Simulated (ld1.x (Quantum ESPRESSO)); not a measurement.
**Scattering properties, TM potential for zirconium (Zr)**

- Element: zirconium (Zr)
- Generator: ld1.x (Quantum ESPRESSO) 7.5
- Type: norm-conserving Troullier–Martins (Kleinman–Bylander form)
- Functional: PBE
- Relativity: fully relativistic
- Frozen core: [Ar] 3d10 4s2
- Valence charge: 10
- Reference configuration: 4p6 4d2 5s1 5p1
- Partial waves: 5s (bound): rc 2.75 bohr; 4p (bound): rc 1.95 bohr; 4f channel at 0.5 Ry: rc 2.90 bohr; 4d (bound): rc 2.10 bohr
- Local potential: the d channel
- Core correction: Bessel-smoothed model core, default radius (core density twice the valence density)

Open shells are filled in proportion to 2j + 1 (rel_dist='average').

Occupied shells without a wave of their own: 5p. They enter only through the test configuration that unscreens the potential, and ld1.x also counts them in the model core charge.

The phase is arctan(r·u′/u) with u = r·R(r), unwrapped; energies in Ry, scanned from -4 to 5 Ry. A pole is an energy at which the radial function vanishes at the test radius. The pseudo phase is shifted by a multiple of π to meet the all-electron one at the reference energy, and phase errors are pseudo minus all-electron; the curves can meet again beyond the range given. Levels narrower than the energy grid can be missing from the lists of poles.

| channel | radius (bohr) | reference energy (Ry) | poles, all-electron | poles, pseudo | unbroken range about the reference energy with phases within 0.05 rad | phase error 1 Ry above the reference energy (rad) |
| --- | --- | --- | --- | --- | --- | --- |
| s | 3.13 | -0.38 | 1.34 | 1.12, 4.27 | below 1.4 | -0.019 |
| p1/2 | 3.13 | -2.56 | -2.53, 2.21 | -2.53, 2.17 | below 4.1 | +0.000 |
| p3/2 | 3.13 | -2.43 | -2.39, 2.31 | -2.39, 2.26 | below 4.1 | -0.000 |
| d3/2 | 3.13 | -0.35 | -0.02, 4.07 | -0.01, 4.11 | -0.4 to 1.6 | +0.006 |
| d5/2 | 3.13 | -0.34 | -0.00, 4.09 | -0.01, 4.11 | the whole range | -0.002 |
| f5/2 | 3.13 | 0.50 | 2.27 | 2.33 | below 3.0 | +0.010 |
| f7/2 | 3.13 | 0.50 | 2.27 | 2.33 | below 3.0 | +0.010 |

Note: ghost state, extra bound levels that the all-electron valence spectrum of the same l lacks: s at -56.4 eV. A true bound ghost makes a file unfit for plane-wave use. ld1.x takes every shell without a wave as core, so the model core holds the 5p electrons as well and exchange and correlation see them twice. This cancels in the reference configuration, but the file is broken for other ones, and its errors say nothing about a proper core correction.

Phases in the s channel:

```json
{"E (Ry)": "-4.00", "all-electron": "1.432", "pseudo": "1.401"}
{"E (Ry)": "-3.52", "all-electron": "1.385", "pseudo": "1.378"}
{"E (Ry)": "-3.04", "all-electron": "1.362", "pseudo": "1.357"}
{"E (Ry)": "-2.56", "all-electron": "1.333", "pseudo": "1.329"}
{"E (Ry)": "-2.08", "all-electron": "1.292", "pseudo": "1.288"}
{"E (Ry)": "-1.60", "all-electron": "1.225", "pseudo": "1.220"}
{"E (Ry)": "-1.12", "all-electron": "1.087", "pseudo": "1.082"}
{"E (Ry)": "-0.64", "all-electron": "0.663", "pseudo": "0.661"}
{"E (Ry)": "-0.16", "all-electron": "-0.682", "pseudo": "-0.686"}
{"E (Ry)": "0.32", "all-electron": "-1.294", "pseudo": "-1.308"}
{"E (Ry)": "0.80", "all-electron": "-1.474", "pseudo": "-1.496"}
{"E (Ry)": "1.28", "all-electron": "-1.563", "pseudo": "-1.602"}
{"E (Ry)": "1.76", "all-electron": "-1.624", "pseudo": "-1.706"}
{"E (Ry)": "2.24", "all-electron": "-1.680", "pseudo": "-1.925"}
{"E (Ry)": "2.72", "all-electron": "-1.746", "pseudo": "-3.670"}
{"E (Ry)": "3.20", "all-electron": "-1.847", "pseudo": "-4.501"}
{"E (Ry)": "3.68", "all-electron": "-2.074", "pseudo": "-4.637"}
{"E (Ry)": "4.16", "all-electron": "-2.934", "pseudo": "-4.701"}
{"E (Ry)": "4.64", "all-electron": "-4.120", "pseudo": "-4.747"}
```
